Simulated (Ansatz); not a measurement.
B₂BiO, SMILES [B-](B=O)#[Bi], charge -1.

Geometry optimised at PBE0-D3(BJ)/def2-SVPD. The def2 effective core potentials stand for the cores of Bi; spin–orbit coupling is left out.

Two levels are set side by side: PBE/def2-SVPD (Ansatz, a first-principles code) and PBE0/def2-SVPD (Ansatz). Energy differences of separate SCF runs at the same geometry; the states with an electron removed or added have multiplicity 2. Differences are taken from unrounded values.

```csv
quantity,PBE0,PBE,PBE minus PBE0
vertical ionisation energy (eV),2.90,2.93,0.03
vertical singlet–triplet gap (eV),1.60,1.79,0.19
```
